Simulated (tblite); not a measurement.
Species: C₄H₃F₃OS.
Atom-mapped SMILES: `[CH3:1][O:2][C:3](=[C:4]=[S:5])[C:6]([F:7])([F:8])[F:9]` (hydrogens: H10, H11, H12 on C1)

Structure used (GFN2-xTB), in Å, numbered top down from 1:
```xyz
12
C4H3F3OS angstrom
C      1.4833   -0.5806    0.8077
O      1.0178   -0.4856   -0.5312
C     -0.1332    0.2385   -0.7181
C     -0.2092    1.2513   -1.5559
S     -0.3464    2.3677   -2.6178
C     -1.3622   -0.1435    0.0798
F     -1.4672   -1.4659    0.2410
F     -2.4903    0.2795   -0.5023
F     -1.3620    0.3873    1.3221
H      2.4333   -1.1060    0.7375
H      1.6397    0.4099    1.2442
H      0.7977   -1.1531    1.4377
```

Computed values, GFN2-xTB/tblite, gas phase, harmonic and unscaled. Errors from tens to a few hundred cm⁻¹ against measured bands are possible. One conformer, not necessarily the lowest.

Harmonic wavenumbers (cm⁻¹): 32.3, 65.0, 88.5, 133.1, 171.0, 221.4, 266.9, 296.8, 371.8, 406.7, 446.3, 492.1, 547.5, 579.6, 692.6, 959.6, 1000.8, 1021.9, 1085.6, 1119.3, 1147.2, 1159.4, 1181.5, 1401.0, 1460.8, 1468.2, 1855.2, 2954.6, 2969.3, 3039.2.

A = 1888, B = 1019, C = 765.5 MHz; mass 155.986 u (most abundant isotopes); point group C1, symmetry number 1.

Problem. What is the zero-point energy?

Solution. ½Σν̃ = 14318 cm⁻¹ = 40.94 kcal/mol.

Problem. Give the ideal-gas entropy at 298.15 K and 1 bar in the rigid-rotor, harmonic-oscillator model (classical rotation).

Solution. Translation 41.07, rotation 29.77, vibration 29.45: S = 100.3 cal/(mol K).

Problem. And Cp and H(298.15 K) − H(0)?

Solution. Cp = 34.27 cal/(mol K), of which vibrations give 26.32 (their classical limit is 30 R = 59.6); H(298.15 K) − H(0) = 6.75 kcal/mol without the zero-point energy, 4.38 from vibrations.

Problem. Blend soft modes into free rotors: weight 1/[1 + (100 cm⁻¹/ν̃)⁴] for the oscillator and the rest for a rotor with moment μB/(μ + B), μ = h/(8π²ν), B = 10⁻⁴⁴ kg m². What vibrational entropy results?

Solution. 26.39 cal/(mol K) in place of 29.45, which changes −T·S at 298.15 K by +0.91 kcal/mol.

Problem. Which modes carry the vibrational entropy at 298.15 K?

Solution. 32.3 cm⁻¹: 5.68; 65.0 cm⁻¹: 4.30; 88.5 cm⁻¹: 3.69; 133.1 cm⁻¹: 2.90; 171.0 cm⁻¹: 2.42; 221.4 cm⁻¹: 1.95 cal/(mol K); the other 24 give 8.50 together.

Problem. What must be added to the electronic energy to get the Gibbs energy at 298.15 K and 1 bar?

Solution. ZPE + [H(298.15 K) − H(0)] − T·S = 40.94 + 6.75 − 29.90 = 17.79 kcal/mol.

Hindered rotation and anharmonicity are outside this model. Other conformers, if any are populated, would add a mixing term that is left out. The structure is chiral; the term R ln 2 for an equal mix with its mirror image is left out.

The run took 0.37 s of wall time on one thread, Arm Neoverse V1 (aarch64) (shared host). The figure is for the frequency step alone.
